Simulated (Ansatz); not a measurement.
Born–Oppenheimer molecular dynamics of ClFH₄HfO₂Si (10 atoms, charge 0, multiplicity 1). It starts from a relaxed structure.

The calculation used RKS PBE/def2-SVP (Ansatz 0.2.0).

| Item | Value |
| --- | --- |
| ensemble | NVT, Langevin thermostat |
| time step | 0.5 fs |
| steps asked | 250 |
| set temperature | 100 K |
| friction | 0.01 /fs |
| seed | 647210 |

First frame:

```xyz
10
Properties=species:S:1:pos:R:3
Hf 0.085 0.075 0.194
Cl 0.492 0.857 2.403
O 1.738 -0.371 -0.669
H 2.533 -0.662 -1.134
F -0.820 1.429 -0.830
O -1.069 -1.488 0.272
Si -2.002 -2.885 0.325
H -2.033 -3.411 1.733
H -3.401 -2.572 -0.127
H -1.405 -3.925 -0.583
```

How far do the bonds stretch over the last three quarters of this one trajectory? (Pairs bonded in most of those frames.)


```json
{"bond": "Hf1–Cl2", "mean (Å)": "2.374", "spread (Å)": "0.013", "shortest": "2.36", "longest": "2.39"}
{"bond": "Hf1–O3", "mean (Å)": "1.927", "spread (Å)": "0.010", "shortest": "1.91", "longest": "1.95"}
{"bond": "Hf1–F5", "mean (Å)": "1.915", "spread (Å)": "0.009", "shortest": "1.90", "longest": "1.94"}
{"bond": "Hf1–O6", "mean (Å)": "1.951", "spread (Å)": "0.009", "shortest": "1.94", "longest": "1.97"}
{"bond": "O3–H4", "mean (Å)": "0.967", "spread (Å)": "0.008", "shortest": "0.95", "longest": "0.98"}
{"bond": "O6–Si7", "mean (Å)": "1.685", "spread (Å)": "0.012", "shortest": "1.66", "longest": "1.70"}
{"bond": "Si7–H8", "mean (Å)": "1.504", "spread (Å)": "0.018", "shortest": "1.47", "longest": "1.54"}
{"bond": "Si7–H9", "mean (Å)": "1.505", "spread (Å)": "0.020", "shortest": "1.47", "longest": "1.54"}
{"bond": "Si7–H10", "mean (Å)": "1.504", "spread (Å)": "0.008", "shortest": "1.49", "longest": "1.52"}
```

Mean temperature of the second half: 83 K. The mean temperature of the second half is 17 % below the set value. A run of 0.12 ps of so small a system gives no equilibrium averages.

The run took 7 min on 4 threads of Arm Neoverse V2 (shared host), peak memory 0.19 GiB.
